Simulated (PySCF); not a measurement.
Cl₄Ti, triplet, geometry from GFN2-xTB (such geometries of metal compounds can be far from the true shape) (the multiplicity is a formal guess); MN15/STO-3G (PySCF).

PySCF was given this input:
```python
from pyscf import gto, scf, dft

mol = gto.Mole()
mol.atom = '''
    Ti    0.000257    0.010432    0.019913
    Cl    1.751671   -0.538335   -1.189234
    Cl    0.629398    0.500350    2.068059
    Cl   -0.974594    1.757651   -0.889601
    Cl   -1.403858   -1.678843    0.092103
'''
mol.basis = 'sto-3g'
mol.charge = 0
mol.spin = 2
mol.verbose = 5
mol.build()

mf = dft.UKS(mol)
mf.xc = 'mn15'
mf.kernel()
```

It wrote (shortened):

```
PySCF version 2.14.0

[INPUT] verbose = 5
[INPUT] max_memory = 4000
[INPUT] num. atoms = 5
[INPUT] num. electrons = 90
[INPUT] charge = 0
[INPUT] spin (= nelec alpha-beta = 2S) = 2
[INPUT] symmetry False subgroup None
[INPUT] Mole.unit = angstrom
[INPUT] Symbol           X                Y                Z      unit          X                Y                Z       unit  Magmom
[...]
[INPUT] ---------------- BASIS SET ----------------
[INPUT] l, kappa, [nprim/nctr], expnt,             c_1 c_2 ...
[INPUT] Ti
[...]
                                188.2662926       0.5353281423
                                50.95220601       0.4446345422
[...]
                                17.48676162       0.3995128261
                                5.687237606       0.7001154689
[...]
                                1.645810296       0.2175436044
                                0.635004777       0.9166769611
[...]
                                0.2628702203      0.0196064117
                                0.1160862609      1.131034442
[...]
                                17.48676162       0.6076837186
                                5.687237606       0.3919573931
[...]
                                1.645810296       0.5777664691
                                0.635004777       0.4846460366
[...]
                                0.2628702203      0.5715227604
                                0.1160862609      0.5498949471
[...]
                                0.502076728       0.6555473627
                                0.19371681        0.286573259
[INPUT] Cl
[...]
                                109.5358542       0.5353281423
                                29.64467686       0.4446345422
[...]
                                9.053563477       0.3995128261
                                2.944499834       0.7001154689
[...]
                                0.5940934274      0.2255954336
                                0.232524141       0.900398426
[...]
                                9.053563477       0.6076837186
                                2.944499834       0.3919573931
[...]
                                0.5940934274      0.5951670053
                                0.232524141       0.462001012

nuclear repulsion = 615.859422787079
number of shells = 28
number of NR pGTOs = 162
number of NR cGTOs = 54
basis = sto-3g
ecp = {}

******** <class 'pyscf.dft.uks.UKS'> ********
method = UKS
initial guess = minao
damping factor = 0
level_shift factor = 0
DIIS = <class 'pyscf.scf.diis.CDIIS'>
diis_start_cycle = 1
diis_space = 8
diis_damp = 0
SCF conv_tol = 1e-09
SCF conv_tol_grad = None
SCF max_cycles = 50
direct_scf = True
direct_scf_tol = 1e-13
number electrons alpha = 46  beta = 44
XC library pyscf.dft.libxc version 7.1.2
    S. Lehtola, C. Steigemann, M. J. T. Oliveira, and M. A. L. Marques,  SoftwareX 7, 1–5 (2018)
XC functionals = mn15
    H. S. Yu, X. He, S. L. Li, and D. G. Truhlar,  Chem. Sci. 7, 5032–5051 (2016)
    H. S. Yu, X. He, S. L. Li, and D. G. Truhlar,  Chem. Sci. 7, 5032–5051 (2016)
radial grids:
    Treutler-Ahlrichs [JCP 102, 346 (1995); DOI:10.1063/1.469408] (M4) radial grids

becke partition: Becke, JCP 88, 2547 (1988); DOI:10.1063/1.454033
pruning grids: <function nwchem_prune>
grids dens level: 3
symmetrized grids: False
atomic radii adjust function: <function treutler_atomic_radii_adjust>
small_rho_cutoff = 0
Set gradient conv threshold to 3.16228e-05
atom Ti rad-grids = 90, ang-grids = [ 50  50  50  50  50  50  50  50  50  50  50  50  50  50  50  50  50  50
  50  50  50  50  50  50  50  50  50  50  86  86  86  86  86  86  86  86
  86  86  86  86  86  86  86 350 350 350 350 350 350 350 350 350 350 350
 434 434 434 434 434 434 434 434 434 434 434 434 434 434 434 434 434 434
 434 434 434 350 350 350 350 350 350 350 350 350 350 350 350 350 350 350]
atom Cl rad-grids = 80, ang-grids = [ 50  50  50  50  50  50  50  50  50  50  50  50  50  50  50  50  50  50
[...]
 -6.98298870e+00 -6.98098310e+00 -6.98084365e+00 -6.98078806e+00
 -6.98070430e+00 -6.97351754e+00 -6.97330411e+00 -6.97326421e+00
 -6.97322217e+00 -2.54936050e+00 -1.76213634e+00 -1.74588203e+00
 -1.74191494e+00 -8.19760875e-01 -8.04020832e-01 -8.03619058e-01
 -8.03551168e-01 -4.14191801e-01 -3.86996352e-01 -3.85595223e-01
 -3.85411165e-01 -3.80471669e-01 -3.72884785e-01 -3.72158967e-01
 -3.70735083e-01 -3.66082567e-01 -3.41417118e-01 -3.35240113e-01
 -3.34465685e-01 -8.99308288e-02  6.68407345e-02  8.02740167e-02
  8.26149699e-02  8.64397353e-02  2.01584628e-01  3.75961793e-01
  3.77293770e-01  3.80527237e-01]
  beta  mo_energy =
[-1.75283336e+02 -9.90460327e+01 -9.90459651e+01 -9.90459504e+01
 -9.90458998e+01 -1.91081865e+01 -1.66661583e+01 -1.66605850e+01
 -1.66591845e+01 -8.87051846e+00 -8.86992640e+00 -8.86987600e+00
 -8.86983672e+00 -6.98243954e+00 -6.98233773e+00 -6.98225660e+00
 -6.98220846e+00 -6.97894283e+00 -6.97884887e+00 -6.97875510e+00
 -6.97867057e+00 -6.97262338e+00 -6.97241291e+00 -6.97237430e+00
 -6.97232873e+00 -2.53685325e+00 -1.75475318e+00 -1.72254526e+00
 -1.71594754e+00 -8.09619348e-01 -7.93100979e-01 -7.92547034e-01
 -7.92472377e-01 -4.04116987e-01 -3.77851944e-01 -3.75535572e-01
 -3.75287791e-01 -3.58890795e-01 -3.57262616e-01 -3.48654866e-01
 -3.45215953e-01 -3.41533976e-01 -3.18054093e-01 -3.15788437e-01
 -2.40372152e-01  7.95078054e-02  9.99665631e-02  1.00793479e-01
  1.03031344e-01  1.37543858e-01  2.17783162e-01  3.85026985e-01
  4.04059715e-01  4.08542869e-01]
multiplicity <S^2> = 2.0026078  2S+1 = 3.001738
nelec by numeric integration = [46.00000017 44.00000019]
E1 = -4894.5364178106365  E2 = 1622.8041621931784  Ecoul = 1771.470633118211  Exc = -148.66647092503257
cycle= 22 E= -2655.87283283038  delta_E= -7.78e-10  |g|= 4.77e-06  |ddm|= 0.000205

  alpha mo_energy =
[-1.75283291e+02 -9.90470976e+01 -9.90470320e+01 -9.90470169e+01
 -9.90469589e+01 -1.91084853e+01 -1.66654144e+01 -1.66611312e+01
 -1.66600826e+01 -8.87134668e+00 -8.87076204e+00 -8.87071241e+00
 -8.87066969e+00 -6.98322992e+00 -6.98316115e+00 -6.98303974e+00
 -6.98298702e+00 -6.98098291e+00 -6.98084413e+00 -6.98078866e+00
 -6.98070283e+00 -6.97351752e+00 -6.97330388e+00 -6.97326631e+00
 -6.97321999e+00 -2.54936105e+00 -1.76213684e+00 -1.74588291e+00
 -1.74191518e+00 -8.19760890e-01 -8.04020815e-01 -8.03619385e-01
 -8.03550866e-01 -4.14191836e-01 -3.86996369e-01 -3.85595347e-01
 -3.85411092e-01 -3.80471800e-01 -3.72884709e-01 -3.72159048e-01
 -3.70735019e-01 -3.66082572e-01 -3.41417091e-01 -3.35240157e-01
 -3.34465574e-01 -8.99311452e-02  6.68402533e-02  8.02735849e-02
  8.26147593e-02  8.64393967e-02  2.01584432e-01  3.75961455e-01
  3.77293626e-01  3.80526956e-01]
  beta  mo_energy =
[-1.75283337e+02 -9.90460315e+01 -9.90459669e+01 -9.90459531e+01
 -9.90458960e+01 -1.91081871e+01 -1.66661590e+01 -1.66605858e+01
 -1.66591851e+01 -8.87051842e+00 -8.86992606e+00 -8.86987805e+00
 -8.86983463e+00 -6.98243948e+00 -6.98233766e+00 -6.98225815e+00
 -6.98220661e+00 -6.97894262e+00 -6.97884927e+00 -6.97875565e+00
 -6.97866928e+00 -6.97262336e+00 -6.97241258e+00 -6.97237633e+00
 -6.97232673e+00 -2.53685378e+00 -1.75475357e+00 -1.72254639e+00
 -1.71594755e+00 -8.09619372e-01 -7.93100961e-01 -7.92547248e-01
 -7.92472239e-01 -4.04117008e-01 -3.77851965e-01 -3.75535711e-01
 -3.75287742e-01 -3.58891020e-01 -3.57262677e-01 -3.48655093e-01
 -3.45215745e-01 -3.41533784e-01 -3.18054330e-01 -3.15788199e-01
 -2.40372115e-01  7.95076142e-02  9.99662425e-02  1.00793284e-01
  1.03031091e-01  1.37543438e-01  2.17783040e-01  3.85026898e-01
  4.04059096e-01  4.08542993e-01]
multiplicity <S^2> = 2.0026077  2S+1 = 3.001738
nelec by numeric integration = [46.00000017 44.00000019]
E1 = -4894.53642494218  E2 = 1622.8041693244434  Ecoul = 1771.4706398245005  Exc = -148.66647050005713
Extra cycle  E= -2655.87283283066  delta_E= -2.79e-10  |g|= 4.48e-06  |ddm|= 6.1e-05
converged SCF energy = -2655.87283283066  <S^2> = 2.0026077  2S+1 = 3.001738
```
